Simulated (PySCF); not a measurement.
Geometry:
```csv
atom,x (Å),y (Å),z (Å)
C1,3.140,0.673,1.396
C2,2.240,0.634,0.600
Si3,0.831,0.560,-0.600
C4,-0.793,1.219,0.146
C5,-1.529,0.067,0.823
F6,-1.028,-0.085,2.118
Si7,-1.201,-1.574,-0.118
N8,0.277,-1.072,-0.858
H9,3.927,0.708,2.094
H10,1.210,1.172,-1.877
H11,-1.432,1.610,-0.646
H12,-0.641,2.026,0.864
H13,-2.588,0.308,0.969
H14,-2.240,-1.827,-1.123
H15,-1.030,-2.679,0.821
H16,0.852,-1.730,-1.354
```

Geometry: GFN2-xTB; GIAO absolute shieldings from PySCF 2.14, gas phase, non-relativistic, averaged over equivalent atoms.

At HF/MINI (56 basis functions, 4 s wall time on 1 thread of an Arm Neoverse N1, shared host):
```tsv
atoms	σ (ppm)
C1	144.6
C2	175.4
C5	179.1
C4	228.6
Si3	664.5
Si7	688.8
F6	508.6
N8	459.5
H13	27.39
H9	27.62
H15	28.22
H10	28.24
H14	28.55
H12	29.68
H11	30.61
H16	35.30
```

Q: What do these become at PBE0/def2-SVPD?

A: 
```
atoms  σ at PBE0/def2-SVPD  change
   C1                104.2   -40.4
   C2                110.4   -65.0
   C5                108.1   -71.0
   C4                174.7   -53.9
  Si3                442.5  -222.0
  Si7                432.3  -256.5
   F6                415.0   -93.6
   N8                253.9  -205.6
  H13                26.37   -1.02
   H9                29.94   +2.32
  H15                26.60   -1.62
  H10                26.42   -1.82
  H14                26.65   -1.90
  H12                30.18   +0.50
  H11                30.70   +0.09
  H16                31.85   -3.45
```

The largest change is at Si7 (silicon bonded to C, N, 2 H, in a 5-membered ring). Cost: 235 basis functions, 67 s wall time on 1 thread of an Arm Neoverse N1, shared host. The order of the carbon signals changes between the two levels.
